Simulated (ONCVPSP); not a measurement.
# Configuration tests for Sn (ONCV)

tin (Sn), optimised norm-conserving Vanderbilt (ONCV), made with ONCVPSP 4.0.1 (LDA (Perdew-Wang 92), scalar-relativistic). Core [Ar] 3d10 4s2, reference 4p6 4d10 5s2 5p2. Waves: 5s: rc 2.10 bohr, ncon 4, nbas 8, qcut 3.4 1/bohr, 2 projectors, debl 2.9 Ha; 4p+5p: rc 1.20 bohr, ncon 4, nbas 9, qcut 10.1 1/bohr, 2 projectors; 4d: rc 0.95 bohr, ncon 3, nbas 6, qcut 10 1/bohr, 2 projectors, debl 3 Ha. Local part: polynomial inside 0.75 bohr (lpopt 4, dvloc0 0 Ha). Core correction: Teter function, fcfact 1.5, rcfact 1.05.

Energies are relative to the spin-unpolarised reference configuration 4p6 4d10 5s2 5p2; without spin polarisation the order of configurations can differ from experiment.

Q: Give the all-electron excitation energy and the error of the potential for: 4p6 4d10 5s2 5p1; 4p6 4d10 5s2 5p0; 4p6 4d10 5s1 5p0; 4p6 4d10 5s0 5p4.

A:

| valence configuration | charge | ΔE all-electron (eV) | error AE − PS (meV) |
| --- | --- | --- | --- |
| 4p6 4d10 5s2 5p1 | +1 | 7.092 | -1.4 |
| 4p6 4d10 5s2 5p0 | +2 | 21.350 | -4.6 |
| 4p6 4d10 5s1 5p0 | +3 | 52.797 | -7.9 |
| 4p6 4d10 5s0 5p4 | 0 | 14.405 | -30 |

Levels in the configuration 4p6 4d10 5s0 5p4:

```json
{"level": "4p", "all-electron (eV)": "-92.510", "pseudo (eV)": "-92.258"}
{"level": "4d", "all-electron (eV)": "-28.732", "pseudo (eV)": "-28.596"}
{"level": "5p", "all-electron (eV)": "-5.031", "pseudo (eV)": "-5.031"}
```

Note: ghosts flagged at negative energy: s at -294.1 eV; GHOST(+) flagged for s at 123.2 eV. A true bound ghost makes a file unfit for plane-wave use.
